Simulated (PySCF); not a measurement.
## Calculated data, CH₃Al₂Cl

All values are calculated (PySCF 2.14.0). Calculation on a computer-drawn molecule: the log of a Hartree-Fock and frozen-core CCSD(T) single point meant for a local Hartree-Fock minimum, with one planted fault or none, to be diagnosed. Offsets are logged minus clean, where the clean run is the same molecule without the fault. The reference is restricted for singlets and unrestricted otherwise, and also for a bond in bohr or an excited solution. Adding or removing an electron swaps singlet and doublet. The excited solution moves the top pair (singlet) or top alpha electron (doublet) to the lowest empty orbital. Highest occupied and lowest empty are orbital energies over both spins, largest force is the largest gradient component, triples share is (T) over the correlation energy, the T1 limit is 0.02 restricted and 0.045 unrestricted, electrons count all cores, a negative frequency is imaginary (commonest isotopes), and the dipole is about the centre of nuclear charge.

CH₃Al₂Cl

Logged structure:
```xyz
7
CH3Al2Cl
Al    -1.4723     0.4303    -0.3899
C      0.2573     0.3405     0.6180
Al     1.9171     1.0609    -0.0438
Cl     2.2360     3.1614     0.0969
H      0.0137     0.8601     1.5623
H      0.4013    -0.7282     0.8535
H      3.0535     0.2435    -0.7584
```

- meant charge: 0
- meant multiplicity: 1
- meant basis: cc-pV(D+d)Z
- logged electrons: 52
- logged basis functions: 35
- logged SCF converged: yes
- logged spin squared: 0
- logged highest occupied: -4.2106 eV
- logged lowest empty: 8.57 eV
- logged largest force: 0.029239 hartree/bohr
- logged T1 diagnostic: 0.0096626
- logged D1 diagnostic: 0.030343
- logged triples share: 0.012965
- logged CC converged: yes
- logged dipole magnitude: 4.5315 debye
- logged SCF stable within its kind: yes
- logged energy HF: -971.82015 hartree
- logged energy CCSD(T): -971.96543 hartree
- possible faults: no fault, one electron removed, one electron added, multiplicity raised by two, geometry at a saddle point, SCF held on an excited solution, minimal basis STO-3G, one bond length entered in bohr, all coordinates scaled
- planted fault: minimal basis STO-3G
- HF energy offset from clean run: 7028 kcal/mol
- CCSD(T) energy offset from clean run: 7219 kcal/mol

Drawn bonds:
```
atom  other atom  order
   1           2      1
   2           3      1
   3           4      1
   2           5      1
   2           6      1
   3           7      1
```
